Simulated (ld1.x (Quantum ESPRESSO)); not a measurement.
## What one change does to a pseudopotential (As, ultrasoft)

```
Element                 : As (Z = 33)
Generator               : ld1.x (Quantum ESPRESSO) 7.5
Type                    : ultrasoft
Functional              : BLYP
Relativity              : scalar-relativistic
Frozen core             : [Ar] 3d10
Valence charge          : 5
Reference configuration : 4s1.5 4p3.5
Partial waves           : 4s (bound): rcut 1.60, rcutus 1.75 bohr; 4s channel at 3.9 Ry: rcut 1.60, rcutus 1.75 bohr; 4p (bound): rcut 1.80, rcutus 2.05 bohr; 4p channel at 0.05 Ry: rcut 1.80, rcutus 2.05 bohr; 4d channel at -0.1 Ry: rcut 1.40, rcutus 1.90 bohr; 4d channel at 2.3 Ry: rcut 1.40, rcutus 1.90 bohr
Local potential         : all-electron potential smoothed inside 1.55 bohr (lloc = -1)
Core correction         : a·sin(br)/r model core inside 1.60 bohr
Augmentation charge     : PSQ, radius 1.30 bohr
```

All-electron outer shells of the reference configuration (BLYP, scalar-relativistic, ld1.x):

```tsv
shell	level (eV)	outermost node (bohr)	outermost maximum (bohr)
3p	-134.28	0.22	0.52
3d	-41.34	–	0.47
4s	-14.86	0.73	1.59
4p	-5.38	0.78	1.95
```

Change: local potential all-electron potential smoothed inside 1.02 bohr (lloc = -1).

Cutoffs: the cutoffs (Ry, on a coarse ladder) from which the occupation-weighted sum of valence levels, in a spherical-Bessel basis at the reference potential, stays within 10 and 1 mRy of its value at 400 Ry; they do not see the model core or the augmentation charge, which bear on the density cutoff. Errors are all-electron minus pseudo energies relative to the spin-unpolarised reference configuration.

**Question.** What does the change do?

**Answer.** The potential gets neither clearly harder nor softer (12 Ry and 18 Ry → 12 Ry and 18 Ry); a bound ghost appears in d, s, which as a rule spoils a file; of the 7 tests that both files solve, the error grows in 1 and shrinks in 0 by more than 15 % and 0.3 meV (median size 2.1 → 2.0 meV); the range in which the d phases agree widens (upper end 0.2 → at the end of the scan). A state that the projectors do not describe sees the local part alone, so a deeper or shallower local part can create or remove a ghost.

| quantity | base | changed |
| --- | --- | --- |
| cutoff, loose | 12 Ry | 12 Ry |
| cutoff, tight | 18 Ry | 18 Ry |
| bound ghosts | none | s, d |
| error for 4s2 4p3, meV [ΔE -4.71 eV] | +0.7 | +0.8 |
| error for 4s2 4p2, meV [ΔE 4.32 eV] | +2.1 | +2.0 |
| error for 4s2 4p1, meV [ΔE 22.18 eV] | -4.3 | -5.3 |
| error for 4s2 4p0, meV [ΔE 49.93 eV] | -29 | -33 |
| error for 4s1 4p3, meV [ΔE 14.47 eV] | -6.4 | -6.4 |
| error for 4s2 4p3.3, meV [ΔE -5.90 eV] | +0.2 | +0.3 |
| error for 4s2 4p2.5, meV [ΔE -1.21 eV] | +1.7 | +1.7 |
| s: phases at 2.25 bohr within 0.05 rad from the reference energy up to (Ry; the scan ends near 5) | to the end of the scan | to the end of the scan |
| p: phases at 2.25 bohr within 0.05 rad from the reference energy up to (Ry; the scan ends near 5) | 4.8 | 4.3 |
| d: phases at 2.25 bohr within 0.05 rad from the reference energy up to (Ry; the scan ends near 5) | 0.2 | to the end of the scan |
| lowest overlap eigenvalue by channel | s 0.51, p 0.64, d 0.92 | s 0.39, p 0.50, d 0.92 |

 A true bound ghost makes a file unfit for plane-wave use even where its test errors are small: the radial tests pick states by their node count and pass the ghost by.
